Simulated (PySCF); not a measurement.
Gas-phase reaction: 2 ZrO2 + 2 Cl2 = 2 ZrOCl2 + O2

Energies from PySCF, thermal terms from the rigid-rotor harmonic-oscillator model, ideal gas at 1 bar. S°(298 K) at PBE0/def2-TZVP differs from the NASA 1993 table for ZrO2 (-6 J/mol/K); whether the harmonic model or the table's entry is off was not settled. † marks an energy on the PBE0/def2-TZVP geometry and frequencies; other levels use their own. MP2 and CCSD(T) freeze the core. Open shells (unrestricted): O2 (multiplicity 3); the rest are closed-shell singlets. B3LYP is the form with VWN-RPA correlation. Zr: scalar-relativistic def2 core potential, no spin-orbit coupling. ZrOCl2: computed as isolated molecules; such fragments, hydroxides, amides, oligomers or adducts are transient or little studied in the gas. MP2 isn't extrapolated to the basis-set limit; its ΔH°(298 K) is -746.4 kJ in def2-SVP and -662.5 kJ in def2-TZVPP. CCSD(T) isn't extrapolated to the basis-set limit; its ΔH°(298 K) is -777.1 kJ in def2-SVP and -708.7 kJ in def2-TZVPP. The harmonic model lacks anharmonicity and excited electronic states, which grow with temperature; levels with a mode under 35 cm⁻¹ are left out. Soft modes under 120 cm⁻¹ make the harmonic entropy rough for ZrOCl2. Warning, large T1 diagnostic: ZrO2, ZrOCl2 (CCSD(T)/def2-SVP†).

| level | ΔE electronic, kJ | ΔH°(298 K), kJ | ΔS°(298 K), J/K | ΔG°(1800 K), kJ |
|---|---|---|---|---|
| B3LYP/def2-TZVP† | -684 | -678 | -94 | -530 |
| CCSD(T)/def2-SVP† | -783 | -777 | -94 | -629 |
| HF/def2-TZVP† | -956 | -950 | -94 | -802 |
| M06-2X/def2-TZVP† | -722 | -716 | -94 | -568 |
| MP2/def2-SVP† | -752 | -746 | -94 | -599 |
| MP2/def2-TZVPP† | -668 | -663 | -94 | -515 |
| PBE/def2-TZVP† | -634 | -629 | -94 | -481 |
| PBE0/def2-QZVP† | -704 | -699 | -94 | -551 |
| PBE0/def2-SVP† | -797 | -792 | -94 | -644 |
| PBE0/def2-TZVP | -710 | -705 | -94 | -557 |
| ωB97M-V/def2-TZVP† | -720 | -715 | -94 | -567 |
ΔH° is lowest at HF/def2-TZVP† and highest at PBE/def2-TZVP†. No reference value is set beside these.
